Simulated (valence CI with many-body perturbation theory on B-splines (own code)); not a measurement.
E1 transitions of Os45+

Calculated by relativistic CI+MBPT: three valence electrons over a frozen Dirac-Fock core [Ar] 3d10, radial functions for each j: 11 s, 11 p, 10 d, 8 f, 5 g, 2 h, with the one-electron correlation potential Σ1 (screened to all orders), the two-electron term Σ2, the three-electron term Σ3, Breit, model QED; selected single and double excitations, second order for the rest, scaled by the run's own slope (own B-spline code, finite nucleus).

The last digits are not significant, and no measured levels were compared; by estimate large intervals hold to a few tenths of a per cent, small ones and those within an open d or f shell to about a per cent.

Lines 101 to 150 of 534 in falling wavelength, among levels below 65.272 Ry, chosen from the strongest by gf and those to the six lowest levels. Wavelengths and rates use the calculated energies. Electric multipoles are in the length gauge, E1 and E2 with the static RPA response of the core. Weak lines are less certain than strong ones. Lines between different terms over intervals too small for the method are left out, as are lines whose strength nearly cancels. Where a level lies close to another of its J and parity, the split of strength between their lines is uncertain. The highest levels of a list are the least certain.

Levels are named by their leading jj configuration (3d3/2^4 stands for four electrons in 3d with j = 3/2), which in mixed levels can hold well under half, so a name can repeat and another be missing. Letters in brackets count levels of one name in rising energy.

```tsv
λ vac (nm)	Upper	Lower	A (s⁻¹)	S (a.u.)
6.725	(4s 4d5/2 4f7/2) J=13/2	(4s 4p3/2 4f7/2) J=11/2	3.53e+11	7.42e-01
6.724	(4p1/2 4p3/2 4f7/2) J=3/2	(4p1/2 4p3/2 4d5/2) J=1/2	3.69e+11	2.21e-01
6.718	(4s 4p3/2 4f7/2) J=5/2 [a]	(4s 4p3/2 4d5/2) J=5/2 [a]	1.24e+11	1.12e-01
6.713	(4s 4p3/2 4d5/2) J=5/2 [a]	(4s 4p3/2^2) J=5/2	1.49e+11	1.34e-01
6.705	(4p1/2 4p3/2 4f7/2) J=5/2 [a]	(4p1/2 4p3/2 4d5/2) J=3/2 [a]	2.25e+11	2.01e-01
6.701	(4s 4d5/2 4f7/2) J=7/2 [b]	(4s 4d5/2^2) J=5/2	5.26e+10	6.25e-02
6.697	(4p1/2 4p3/2 4f7/2) J=3/2	(4p1/2 4p3/2 4d5/2) J=3/2 [b]	1.09e+11	6.47e-02
6.693	(4p1/2 4p3/2 4f5/2) J=7/2 [b]	(4p1/2 4p3/2 4d5/2) J=5/2 [a]	7.64e+10	9.05e-02
6.691	(4s 4d5/2 4f5/2) J=9/2 [b]	(4s 4p3/2 4f5/2) J=7/2 [b]	3.74e+11	5.53e-01
6.678	(4s 4d5/2 4f5/2) J=7/2 [a]	(4s 4p3/2 4f5/2) J=5/2 [a]	1.79e+11	2.10e-01
6.678	(4s 4d5/2 4f5/2) J=11/2	(4s 4p3/2 4f7/2) J=11/2	4.86e+10	8.58e-02
6.677	(4s 4d5/2 4f5/2) J=9/2 [a]	(4s 4p3/2 4f5/2) J=7/2 [a]	1.79e+11	2.63e-01
6.673	(4p1/2 4p3/2 4f7/2) J=9/2 [b]	(4p1/2 4p3/2 4d5/2) J=9/2	7.02e+10	1.03e-01
6.671	(4s 4d3/2 4d5/2) J=7/2 [a]	(4s 4p3/2 4d3/2) J=5/2 [a]	8.69e+10	1.02e-01
6.670	(4s 4d5/2 4f7/2) J=7/2 [b]	(4s 4p3/2 4f7/2) J=7/2 [b]	8.63e+10	1.01e-01
6.669	(4s 4p3/2 4f7/2) J=3/2	(4s 4p3/2 4d5/2) J=3/2 [a]	2.10e+11	1.23e-01
6.663	(4p1/2 4p3/2 4f7/2) J=5/2 [b]	(4p1/2 4p3/2 4d5/2) J=7/2 [b]	8.33e+10	7.30e-02
6.662	(4p1/2 4d5/2^2) J=9/2	(4p1/2 4p3/2 4d5/2) J=7/2 [b]	6.50e+11	9.48e-01
6.659	(4s 4d5/2 4f7/2) J=7/2 [a]	(4s 4p3/2 4f7/2) J=5/2 [a]	1.38e+11	1.61e-01
6.651	(4s 4d5/2^2) J=3/2	(4s 4p3/2 4d5/2) J=1/2	3.50e+11	2.03e-01
6.649	(4s 4d5/2 4f7/2) J=3/2	(4s 4p3/2 4f7/2) J=3/2	2.14e+11	1.24e-01
6.648	(4p1/2^2 4d5/2) J=5/2	(4p1/2^2 4p3/2) J=3/2	2.32e+11	2.02e-01
6.647	(4p1/2 4d3/2 4d5/2) J=3/2 [a]	(4p1/2 4p3/2 4d3/2) J=3/2 [a]	1.64e+11	9.52e-02
6.634	(4p1/2 4p3/2 4f7/2) J=11/2	(4p1/2 4p3/2 4d5/2) J=9/2	2.51e+11	4.34e-01
6.630	(4p1/2 4d5/2^2) J=5/2	(4p1/2 4p3/2 4d5/2) J=5/2 [a]	3.83e+11	3.30e-01
6.617	(4p1/2 4d5/2^2) J=7/2	(4p1/2 4p3/2 4d5/2) J=5/2 [b]	8.71e+11	9.97e-01
6.617	(4p1/2 4d5/2^2) J=3/2	(4p1/2 4p3/2 4d5/2) J=3/2 [a]	3.32e+11	1.90e-01
6.613	(4p1/2 4d5/2^2) J=1/2	(4p1/2 4p3/2 4d5/2) J=3/2 [b]	5.00e+11	1.43e-01
6.612	(4s 4d5/2 4f7/2) J=11/2 [a]	(4s 4d5/2^2) J=9/2 [a]	4.09e+10	7.00e-02
6.603	(4p1/2 4p3/2 4d5/2) J=3/2 [b]	(4p1/2 4p3/2^2) J=1/2	2.80e+11	1.59e-01
6.600	(4s^2 4d5/2) J=5/2	(4s^2 4p3/2) J=3/2	1.96e+11	1.67e-01
6.594	(4s 4p3/2 4f7/2) J=9/2 [a]	(4s 4p3/2 4d5/2) J=9/2	1.29e+11	1.83e-01
6.577	(4p1/2 4p3/2 4d5/2) J=1/2	(4p1/2 4p3/2^2) J=1/2	4.47e+11	1.26e-01
6.575	(4s 4d5/2 4f7/2) J=9/2	(4s 4p3/2 4f7/2) J=7/2 [a]	1.35e+11	1.90e-01
6.571	(4s 4p3/2 4f5/2) J=7/2 [b]	(4s 4p3/2 4d3/2) J=5/2 [b]	1.12e+11	1.25e-01
6.570	(4p1/2 4d3/2 4d5/2) J=1/2	(4p1/2 4p3/2 4d3/2) J=1/2 [a]	3.18e+11	8.89e-02
6.569	(4s 4d3/2 4d5/2) J=5/2 [a]	(4s 4p3/2 4d3/2) J=3/2 [a]	1.00e+11	8.40e-02
6.568	(4p1/2 4p3/2 4f7/2) J=9/2 [b]	(4p1/2 4p3/2 4d5/2) J=7/2 [a]	3.58e+11	5.01e-01
6.561	(4s 4p3/2 4d3/2) J=7/2	(4s^2 4d5/2) J=5/2	1.28e+11	1.43e-01
6.560	(4s 4p3/2 4f7/2) J=9/2 [b]	(4s 4p3/2 4d5/2) J=7/2 [a]	1.60e+11	2.23e-01
6.558	(4s 4p3/2 4f5/2) J=5/2 [b]	(4s 4p3/2 4d5/2) J=5/2 [a]	8.19e+10	6.84e-02
6.551	(4s 4p1/2 4d5/2) J=7/2	(4s 4p1/2 4p3/2) J=5/2	2.55e+11	2.84e-01
6.549	(4s 4d5/2 4f5/2) J=3/2 [a]	(4s 4p3/2 4f5/2) J=1/2	1.66e+11	9.20e-02
6.546	(4s 4d5/2^2) J=5/2	(4s 4p3/2 4d5/2) J=3/2 [a]	1.27e+11	1.05e-01
6.540	(4s 4p3/2 4d5/2) J=1/2	(4s 4p3/2^2) J=1/2	4.78e+11	1.32e-01
6.533	(4p1/2 4d5/2^2) J=7/2	(4p1/2 4p3/2 4d5/2) J=7/2 [b]	6.82e+10	7.51e-02
6.531	(4s 4p3/2 4f5/2) J=3/2 [a]	(4s 4p3/2 4d3/2) J=3/2 [b]	1.08e+11	5.96e-02
6.505	(4s 4d5/2 4f5/2) J=7/2 [b]	(4s 4p3/2 4f5/2) J=7/2 [a]	9.94e+10	1.08e-01
6.492	(4s 4d5/2 4f5/2) J=7/2 [a]	(4s 4d3/2 4d5/2) J=5/2 [b]	9.47e+10	1.02e-01
6.486	(4s 4d5/2 4f7/2) J=5/2	(4s 4p3/2 4f7/2) J=5/2 [a]	1.10e+11	8.86e-02
```
